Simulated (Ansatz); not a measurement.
Total energies of `CC(C)/C=C/C(C)C`.

```xyz
24

C    -0.099    1.627    2.011
C     0.155    0.131    2.067
C     1.533   -0.168    2.655
C     0.002   -0.563    0.747
C    -0.284   -0.007   -0.423
C    -0.408   -0.746   -1.719
C    -1.813   -0.596   -2.294
C     0.638   -0.259   -2.718
H    -1.100    1.853    1.637
H    -0.005    2.067    3.007
H     0.625    2.124    1.359
H    -0.588   -0.312    2.746
H     1.630    0.251    3.660
H     1.714   -1.244    2.719
H     2.318    0.266    2.029
H     0.164   -1.641    0.775
H    -0.448    1.069   -0.484
H    -0.227   -1.809   -1.520
H    -2.040    0.457   -2.489
H    -2.566   -0.976   -1.601
H    -1.910   -1.137   -3.239
H     0.505    0.808   -2.927
H     0.554   -0.796   -3.667
H     1.650   -0.400   -2.332
```

The species carries charge 0 and has multiplicity 1. The structure was optimised at the PBE0-D4/def2-TZVP level. It is one conformer, not always the lowest. Basis def2-TZVPP, Ansatz 0.2.0.

RPA on PBE orbitals: Hartree–Fock energy of these orbitals -312.29109 Eh, correlation -2.32626 Eh (frozen core).

```csv
functional,energy without D4 (Eh),D4 term (kJ/mol)
revPBE,-314.48509,-169.9
r2SCAN,-314.38945,-14.4
B97M-V,-314.60648,–
B3LYP,-314.60787,-80.3
r2SCAN0,-314.36702,-16.3
BHLYP,-314.38638,-55.6
CAM-B3LYP,-314.40250,-43.4
ωB97X-V,-314.50684,–
ωB97M-V,-314.40978,–
B2PLYP,-314.28456,–
```

Problem. Give the same for LDA (SPW92), PBE, BLYP, PBE0, r2SCANh, HSE06 (plane-wave form), LC-ωPBE, PBE-QIDH. (An estimate is asked.)

Solution. Ansatz gave: 
| functional | energy without D4 (Eh) | D4 term (kJ/mol) |
| --- | --- | --- |
| LDA (SPW92) | -311.59589 | – |
| PBE | -314.13675 | -51.2 |
| BLYP | -314.39688 | -112.0 |
| PBE0 | -314.19751 | -43.4 |
| r2SCANh | -314.37987 | -15.0 |
| HSE06 (plane-wave form) | -314.17724 | -40.1 |
| LC-ωPBE | -314.39463 | – |
| PBE-QIDH | -314.15866 | – |

B3LYP takes the VWN-RPA correlation (the form of Gaussian; ORCA's B3LYP/G). HSE06 is the plane-wave form, built on full-range PBE exchange. The double hybrids freeze the cores in their second-order part.

LC-ωPBE has ω = 0.4 bohr⁻¹.
